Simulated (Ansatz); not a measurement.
`BrCI` → `BrI` + `[CH2]` (triplet) at 600 K and 1 bar (formal loss of a carbene).

Computed with Ansatz on PBE0-D4/def2-TZVP structures; ΔE is electronic, products minus reactants. CCSD(T)/CBS adds triple-zeta CCSD(T) − MP2 to the extrapolated MP2 energy (def2 sets, frozen cores). This one scheme is used for every species. Triplets are unrestricted, without spin–orbit coupling. def2 core potentials past Kr. For Br, I outer-core shells are correlated without core-valence functions, which leaves a few kJ/mol of doubt a bond. Scalar relativity is left out up to krypton.

```csv
species,CCSD(T)/CBS energy (Eh),H − E (kJ/mol),S (J/(mol·K))
`BrCI`,-2910.00605,105.8,352.7
`BrI`,-2870.75852,22.6,284.0
`[CH2]` (triplet),-39.09499,66.5,220.8
```

H − E and S are ideal-gas, rigid-rotor, harmonic terms from PBE0-D4/def2-TZVP, with the whole ground term of open shells counted as degenerate. 1 Eh = 2625.50 kJ/mol, R = 8.31446 J/(mol·K).

By hand: ΔE, ΔH, ΔS and ΔG.

ΔE = (-2870.75852) + (-39.09499) − (-2910.00605) = 0.15254 Eh = 400.5 kJ/mol. Δ(H − E) = 22.6 + 66.5 − 105.8 = -16.7, so ΔH = 383.8 kJ/mol. ΔS = 284.0 + 220.8 − 352.7 = 152.1 J/(mol·K). ΔG = 383.8 − 600 × (152.1)/1000 = 292.5 kJ/mol.

By hand: the equilibrium constant, and the temperature at which ΔG would vanish if ΔH and ΔS stayed fixed.

log₁₀ K = −ΔG/(RT ln 10) = -25.5. ΔG = 0 at ΔH/ΔS = 2523 K, far beyond where these terms or the molecules hold.

The number of gas molecules changes by +1, which sets the sign of ΔS. A doubt of 5 kJ/mol in ΔE shifts log₁₀ K by 0.4 here. A triplet takes part, so the spin changes. These are equilibria of isolated gas molecules and say nothing of rates. Largest T1 diagnostic: 0.011 (customary marks: 0.02 for closed shells, 0.045 for open ones).
